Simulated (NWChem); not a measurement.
Everything below was run with NWChem. System: iodoethane (C2H5I), charge 0, spin multiplicity 1, at a geometry optimised with B3LYP/def2-SVP with def2 effective core potentials on I. Level: MP2/def2-SVPD with def2 effective core potentials on I, 6 core orbitals frozen.

Input file:

```
start mol
memory heap 200 mb stack 900 mb global 1100 mb
geometry units angstroms nocenter noautoz
  C      2.449903     0.388847     0.000000
  C      1.121057     1.117350     0.000000
  I     -0.599613    -0.248089     0.000000
  H      2.568306    -0.245376     0.891366
  H      3.268701     1.130596     0.000000
  H      2.568306    -0.245376    -0.891366
  H      0.974204     1.735838     0.894235
  H      0.974204     1.735838    -0.894235
  symmetry group Cs
end
basis spherical
  * library def2-svpd
end
ecp
  I library def2-ecp
end
scf
  rhf
  nopen 0
  maxiter 100
  thresh 1e-7
  semidirect memsize 60000000 filesize 0
end
mp2
  freeze core 6
end
task mp2 energy
```

NWChem printed:

```
             Northwest Computational Chemistry Package (NWChem) 7.3.0
             --------------------------------------------------------

                                NWChem Input Module
                                -------------------

 Scaling coordinates for geometry "geometry" by  1.889725989
 (inverse scale =  0.529177249)

 Turning off AUTOSYM since
 SYMMETRY directive was detected!

                             Geometry "geometry" -> ""
                             -------------------------

 Output coordinates in angstroms (scale by  1.889725989 to convert to a.u.)

  No.       Tag          Charge          X              Y              Z
 ---- ---------------- ---------- -------------- -------------- --------------
    1 C                    6.0000     2.44990300     0.38884700     0.00000000
    2 C                    6.0000     1.12105700     1.11735000     0.00000000
    3 I                   53.0000    -0.59961300    -0.24808900     0.00000000
    4 H                    1.0000     2.56830600    -0.24537600     0.89136600
    5 H                    1.0000     3.26870100     1.13059600     0.00000000
    6 H                    1.0000     2.56830600    -0.24537600    -0.89136600
    7 H                    1.0000     0.97420400     1.73583800     0.89423500
    8 H                    1.0000     0.97420400     1.73583800    -0.89423500

 Effective nuclear repulsion energy (a.u.)     212.0429688535

            Nuclear Dipole moment (a.u.)
            ----------------------------
        X                 Y               Z
 ---------------- ---------------- ----------------
    -0.0000151178    -0.0000283459     0.0000000000

      Symmetry information
      --------------------

 Group name             Cs
 Group number              2
 Group order               2
 No. of unique centers     6

      Symmetry unique atoms

     1    2    3    4    5    7


 Summary of "ao basis" -> "" (spherical)
 ------------------------------------------------------------------------------
       Tag                 Description            Shells   Functions and Types
 ---------------- ------------------------------  ------  ---------------------
 *                         def2-svpd                  on all atoms

 Summary of "ao basis" -> "ao basis" (spherical)
 ------------------------------------------------------------------------------
       Tag                 Description            Shells   Functions and Types
 ---------------- ------------------------------  ------  ---------------------
 C                         def2-svpd                 8       20   4s2p2d
 I                         def2-svpd                13       35   5s5p3d
 H                         def2-svpd                 4        8   2s2p

                                 NWChem SCF Module
                                 -----------------

  ao basis        = "ao basis"
  functions       =   115
  atoms           =     8
  closed shells   =    21
  open shells     =     0
  charge          =   0.00
  wavefunction    = RHF
  use symmetry    = T
  symmetry adapt  = T

 Summary of "ao basis" -> "ao basis" (spherical)
 ------------------------------------------------------------------------------
       Tag                 Description            Shells   Functions and Types
 ---------------- ------------------------------  ------  ---------------------
 C                         def2-svpd                 8       20   4s2p2d
 I                         def2-svpd                13       35   5s5p3d
[...]
 Vector   23  Occ=0.000000D+00  E= 9.214332D-02  Symmetry=a'
              MO Center= -1.5D+00,  9.7D-01, -4.9D-13, r^2= 1.2D+01
   Bfn.  Coefficient  Atom+Function         Bfn.  Coefficient  Atom+Function
  ----- ------------  ---------------      ----- ------------  ---------------
     4      1.903418  1 C  s                 23      1.508774  2 C  s
   101     -1.358543  7 H  s                109     -1.358543  8 H  s
     3      1.350442  1 C  s                 58     -1.038285  3 I  px
    24      0.966627  2 C  s                 85     -0.917107  5 H  s
    77     -0.864760  4 H  s                 93     -0.864760  6 H  s

 Vector   24  Occ=0.000000D+00  E= 9.329340D-02  Symmetry=a"
              MO Center= -5.5D-01, -1.4D-01,  4.4D-13, r^2= 1.5D+01
   Bfn.  Coefficient  Atom+Function         Bfn.  Coefficient  Atom+Function
  ----- ------------  ---------------      ----- ------------  ---------------
    60      1.252632  3 I  pz               101     -0.916515  7 H  s
   109      0.916515  8 H  s                 57     -0.480054  3 I  pz
    19      0.326609  1 C  d  1              39      0.290161  2 C  d  1
    37      0.250697  2 C  d -1              30      0.238395  2 C  pz
   107      0.224839  7 H  pz               115      0.224839  8 H  pz

 center of mass
 --------------
 x =  -0.27635686 y =  -0.11227068 z =   0.00000000

 moments of inertia (a.u.)
 ------------------
         124.103435994971        -178.011612682572           0.000000000000
        -178.011612682572         566.319697176404           0.000000000000
           0.000000000000           0.000000000000         667.473129647079

  Mulliken analysis of the total density
  --------------------------------------

    Atom       Charge   Shell Charges
 -----------   ------   -------------------------------------------------------
    1 C    6     5.85   1.99  0.88 -0.14  0.06  2.03  0.97  0.04  0.03
    2 C    6     6.70   1.99  0.88  0.25 -0.00  1.92  1.34  0.04  0.28
    3 I   25    24.95   1.83  0.22  1.21  0.68  0.00  2.93  3.12  2.54  2.32  0.07  9.82  0.21 -0.00
    4 H    1     0.94   0.76  0.10  0.02  0.06
    5 H    1     0.90   0.75  0.09  0.02  0.03
    6 H    1     0.94   0.76  0.10  0.02  0.06
    7 H    1     0.86   0.75  0.05  0.02  0.04
    8 H    1     0.86   0.75  0.05  0.02  0.04

       Multipole analysis of the density wrt the origin
       ------------------------------------------------

     L   x y z        total         open         nuclear
     -   - - -        -----         ----         -------
     0   0 0 0      0.000000      0.000000     42.000000

     1   1 0 0      0.792298      0.000000     31.726904
     1   0 1 0      0.525003      0.000000     13.126938
     1   0 0 1     -0.000000      0.000000      0.000000

     2   2 0 0    -28.789471      0.000000    279.671827
     2   1 1 0      1.883534      0.000000     81.305054
     2   1 0 1     -0.000000      0.000000      0.000000
     2   0 2 0    -29.563746      0.000000     61.999658
     2   0 1 1     -0.000000      0.000000      0.000000
     2   0 0 2    -31.071356      0.000000     11.385907

                   NWChem MP2 Semi-direct Energy/Gradient Module
                   ---------------------------------------------

  Basis functions       =    115
  Molecular orbitals    =    115
  Frozen core           =      6
  Frozen virtuals       =      0
  Active alpha occupied =     15
  Active beta occupied  =     15
  Active alpha virtual  =     94
  Active beta virtual   =     94
  Use MO symmetry       = T
  Use skeleton AO sym   = T

  AO/Fock/Back tols     =   1.0D-09  1.0D-09  1.0D-09

 GA uses MA = F    GA memory limited = T

 Available:
  local mem=  1.26D+08
 global mem=  1.44D+08
 local disk=  0.00D+00
  mp2_memr nvloc                    94
  nvloc new                    94
   1 passes of  15:        3145728                      62934                  31850051.
   1 passes of  15: M    126146870           G      144152750           F     123001142.

 Semi-direct pass number   1 of   1  for RHF alpha+beta  at        4.5s
  vrange nnbf                  6639
  mp2_eaftype                   121  avail_ma_in_mb                  1099
 EAF : mp2_eaftype filesize         121   15925025.
  mp2_eaf for mointskh                    121
Node 0 wrote     74.9 Mb in      0.0 s     Agg I/O rate:  2515.8 Mb/s
 Done moints_semi at        9.8s
  mp2_eaftype                   121  avail_ma_in_mb                   978
 EAF : mp2_eaftype filesize         121   15925025.
  mp2_eaf for kh                   121
 Done maket at       10.1s
 Done multipass loop at       10.1s

          -------------------------------------------
          SCF energy                -375.245863352886
          Correlation energy          -0.436736083359
          Singlet pairs               -0.275798051520
          Triplet pairs               -0.160938031839
          Total MP2 energy          -375.682599436245
          -------------------------------------------

          ---------------------------------------------------
                    Spin Component Scaled (SCS) MP2
          Same spin pairs                     -0.107292021226
          Same spin scaling factor             0.333333333333
          Opposite spin pairs                 -0.329444062133
          Opposite spin scaling fact.          1.200000000000
          SCS-MP2 correlation energy          -0.431096881635
          Total SCS-MP2 energy              -375.676960234522
          ---------------------------------------------------

 -----------------------
 Performance information
 -----------------------

 Timer overhead =  1.84D-07 seconds/call

               Nr. of calls         CPU time (s)                 Wall time (s)                GFlops
             ---------------    -------------------     ------------------------------   -------------------
Name         Min   Avg   Max    Min     Avg     Max     Min     Avg     Max   Mx/calls   Min     Max     Sum
mp2: moin     1     1     1    5.3     5.3     5.3      5.3     5.3     5.3     5.3      0.0     0.0     0.0
mp2: make     1     1     1   0.29    0.29    0.29     0.29    0.29    0.29    0.29      0.0     0.0     0.0
mp2: tota     1     1     1    5.6     5.6     5.6      5.6     5.6     5.6     5.6      0.0     0.0     0.0

 The average no. of pstat calls per process was 3.00D+00
 with a timing overhead of 5.53D-07s

 Task  times  cpu:       10.1s     wall:       10.1s

 Total times  cpu:       10.1s     wall:       10.1s
```
